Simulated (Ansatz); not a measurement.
```yaml
crystal:
  periodic: [false, false, false]
  atoms:
    - {symbol: C, position_ang: [-0.692399, 2.168158, -1.532975]}
    - {symbol: In, position_ang: [-0.317873, 0.256301, -0.694530]}
    - {symbol: N, position_ang: [-0.430543, -1.657344, -1.286817]}
    - {symbol: O, position_ang: [0.544496, 0.292853, 1.114432]}
    - {symbol: Si, position_ang: [1.033730, -0.792385, 2.209145]}
    - {symbol: H, position_ang: [0.226665, 2.752559, -1.489250]}
    - {symbol: H, position_ang: [-1.455169, 2.672708, -0.939736]}
    - {symbol: H, position_ang: [-1.028624, 2.089447, -2.565499]}
    - {symbol: H, position_ang: [-0.370084, -2.362115, -0.566487]}
    - {symbol: H, position_ang: [-1.098331, -1.935712, -1.988861]}
    - {symbol: H, position_ang: [0.490383, -0.470602, 3.560034]}
    - {symbol: H, position_ang: [0.576523, -2.178826, 1.869077]}
    - {symbol: H, position_ang: [2.521247, -0.835051, 2.311466]}
basis:
  gaussian: {orbitals: def2-mTZVP, fitting: {mean_field: cc-pVTZ-jkfit}}
hamiltonian: {xc: {name: CAM-B3LYP}}
```

```sh
$ ansatz run in.yaml --threads 2 --pin off --events-out ev --progress --plain --max-ram 22528MiB --backend cpu
```

(1) How does Ansatz answer? (An estimate is asked.)

## Answers

(1) The calculation gave: The program refused the input.
```
Functional definition: CAM-B3LYP
Error: <dir> the basis set cc-pVTZ-JKFIT has no functions for In
```
